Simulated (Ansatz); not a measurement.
Consider the ligand exchange at a B–N bond: `B[N]([GeH3])C=C` + `BS` → `BSB` + `C=C[NH][GeH3]`.

Gas-phase electronic energies from Ansatz, PBE0-D4/def2-TZVP geometries. CBS: MP2 limit from def2 TZ/QZ plus the TZ coupled-cluster correction, frozen cores. This one scheme is used for every species. DFT in def2-TZVPP. For Ge outer-core shells are correlated without core-valence functions, which leaves a few kJ/mol of doubt a bond. Scalar relativity is left out up to krypton. Each species was taken in one conformer, which may not be the lowest.

| level | ΔE (kJ/mol) |
| --- | --- |
| PBE0-D4 | 76.4 |
| MP2/def2-TZVPP | 82.3 |
| SCS-MP2/def2-QZVPP | 79.1 |
| MP2/CBS(def2) | 80.0 |

Q: What does CCSD(T)/CBS give? (An estimate is asked.)

A: Ansatz gave: +82.3 kJ/mol. The listed levels differ from it by -5.9, 0.0, -3.2, -2.3 kJ/mol.

Largest T1 diagnostic among the species: 0.015.

The D4 term adds +5.9 kJ/mol with B3LYP and +3.3 kJ/mol with PBE0; it sums over pairs of atoms, weighted by their polarisabilities, and B3LYP, whose exchange is more repulsive, gets the larger term. In def2-TZVPP, CCSD(T) changes the Hartree–Fock value by +19.1 kJ/mol (the triples alone add +2.3 kJ/mol) and MP2 by +16.9 kJ/mol.

B3LYP here is the variant with VWN-RPA as its local correlation; programs differ in this.
